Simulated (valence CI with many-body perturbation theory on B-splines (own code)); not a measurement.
Results of a calculation; reference values are marked as such.
# Ir⁵⁶⁺: what the settings do

Level of theory: valence CI with perturbative core correlation (CI+MBPT): three valence electrons over a frozen Dirac-Fock core [Ar], a basis of 6 s, 6 p, 5 d, 5 f, 1 g functions for each j, with the one-electron correlation potential Σ1, the two-electron term Σ2, the three-electron term Σ3, Breit, model QED; selected CI, second order for the rest, scaled by the run's own slope (own B-spline code, finite nucleus).

No measured spectrum was set against this ion. As an estimate, large intervals hold to a few tenths of a per cent, small ones and those within an open d or f shell to about a per cent. The list stops below the first excitations out of the core. Only levels of the ground parity were solved; by the run's estimate the other parity begins above the list, which can be wrong where configurations are misplaced.

The reference run has the lowest level (3d3/2^3) J=3/2 and an ionisation energy of 5609.60 eV. Its largest variational space holds 2183 state functions.

Levels are named by their leading jj configuration (3d3/2^4 stands for four electrons in 3d with j = 3/2), which in mixed levels can hold well under half, so a name can repeat and another be missing. Letters in brackets count levels of one name in rising energy.

Changed runs:
A. box radius (bohr) 2.0107 → 3.94
B. three-electron term on → off
C. screening of Σ1 on → off; scale of Σ1 1 → 0; scale of Σ2 1 → 0; three-electron term on → off
D. logarithmic knot step 0.27 → 0.8 (bad on purpose)

Excitation energies of the reference run in cm⁻¹, and shifts in cm⁻¹:

```csv
Level,Reference,A,B,C,D
(3d3/2^2 3d5/2) J=5/2 [a],648994,+0.1,-137,-6693,+75
(3d3/2^2 3d5/2) J=3/2,701852,+0.1,-1159,-4445,+75
(3d3/2^2 3d5/2) J=9/2,732215,+0.1,+115,-6422,+83
(3d3/2^2 3d5/2) J=7/2,735154,+0.1,-8.2,-5042,+81
(3d3/2^2 3d5/2) J=1/2,747804,+0.1,-1483,-2511,+77
(3d3/2^2 3d5/2) J=5/2 [b],950533,0,-434,+703,+89
(3d3/2 3d5/2^2) J=7/2 [a],1371040,+0.2,-184,-11366,+156
(3d3/2 3d5/2^2) J=9/2,1410730,+0.2,-326,-11823,+160
(3d3/2 3d5/2^2) J=3/2 [a],1456100,+0.1,+151,-6550,+158
(3d3/2 3d5/2^2) J=1/2,1481340,+0.1,-1700,-6619,+159
(3d3/2 3d5/2^2) J=11/2,1490520,+0.1,-371,-11665,+166
(3d3/2 3d5/2^2) J=5/2 [a],1492300,+0.1,+105,-5174,+157
Ionisation energy (eV),5609.60,-0.00035,-0.07,-8.91,+0.017
```
